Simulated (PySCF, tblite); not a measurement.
Compound: C8H13O (charge +1).
Cartesian coordinates in Å at the GFN2-xTB level; atoms count from 1:
```xyz
22
C8H13O angstrom
C      0.4180    2.6566    0.0603
C      0.8257    1.4556   -0.3180
C      0.0717    0.2014   -0.1153
C      0.8123   -0.8849    0.3695
O      2.0607   -0.7656    0.6339
C      2.8333   -1.8678    1.0703
C     -1.2753    0.0623   -0.4346
C     -1.9987    1.1208   -1.1556
C     -2.0692   -1.1468   -0.1157
H     -0.5239    2.8218    0.5550
H      1.0352    3.5245   -0.0901
H      1.8047    1.3245   -0.7577
H      0.3458   -1.8629    0.4921
H      3.2820   -1.6007    2.0293
H      3.6356   -2.0259    0.3466
H      2.2365   -2.7760    1.1724
H     -1.3336    1.8251   -1.6479
H     -2.6894    0.6791   -1.8741
H     -2.6209    1.6812   -0.4525
H     -3.1299   -0.9058   -0.0983
H     -1.7978   -1.6044    0.8313
H     -1.9331   -1.8927   -0.9028
```

The geometry is computed with GFN2-xTB (gas phase).

Take the most abundant isotopes and a rigid rotor. The values belong to one conformer with, in the numbering `[CH2:1]=[CH:2]/[C:3](=[CH:4]\[O:5][CH3:6])[C+:7]([CH3:8])[CH3:9]`, C1–C2–C3–C4 -135°, C3–C4–O5–C6 -177°.

Task: Give the principal moments of inertia and the rotational constants in MHz.

Result: Ia = 222.49, Ib = 465.44, Ic = 661.73 u·Å²; 505379 MHz·u·Å²/I gives A = 2272, B = 1086, C = 763.7 MHz.

Task: What kind of rotor is it?

Result: An asymmetric top. Ray's parameter κ = (2B − A − C)/(A − C) = -0.573; −1 is the prolate and +1 the oblate limit.

Task: Is it planar, by Δ = Ic − Ia − Ib?

Result: Not planar: Δ = Ic − Ia − Ib = -26.20 u·Å². For a rigid frame Δ = −2 Σ m c², so Σ m c² = 13.10 u·Å² lies off the ab plane: 7.75 from hydrogen and 5.34 from heavier atoms. The atom farthest from that plane is 1.17 Å away.

Task: List the rotational levels J(Ka,Kc) to J = 5 (K).

Result: Above 0(0,0), as E/k:
J = 1: 1(0,1) 0.089, 1(1,1) 0.146, 1(1,0) 0.161
J = 2: 2(0,2) 0.264, 2(1,2) 0.308, 2(1,1) 0.354, 2(2,1) 0.525, 2(2,0) 0.528
J = 3: 3(0,3) 0.519, 3(1,3) 0.549, 3(1,2) 0.642, 3(2,2) 0.791, 3(2,1) 0.804, 3(3,1) 1.116, 3(3,0) 1.116
J = 4: 4(0,4) 0.851, 4(1,4) 0.869, 4(1,3) 1.021, 4(2,3) 1.144, 4(2,2) 1.181, 4(3,2) 1.476, 4(3,1) 1.478, 4(4,1) 1.924, 4(4,0) 1.924
J = 5: 5(0,5) 1.255, 5(1,5) 1.265, 5(1,4) 1.488, 5(2,4) 1.582, 5(2,3) 1.658, 5(3,3) 1.926, 5(3,2) 1.934, 5(4,2) 2.374, 5(4,1) 2.374, 5(5,1) 2.950, 5(5,0) 2.950

Task: Estimate the classical rotational partition function at 10 K, 50 K and 298.15 K.

Result: Point group C1, symmetry number σ = 1; q = (√π/σ)·√((kT/h)³/(ABC)), k/h = 20836.6 MHz/K: 3880 at 10 K, 43400 at 50 K, 632000 at 298.15 K.

Its GFN2-xTB frequencies are all real (lowest 69 cm⁻¹). These are rigid-rotor constants of the computed structure; measured ground-state constants (B0) also hold zero-point vibration.
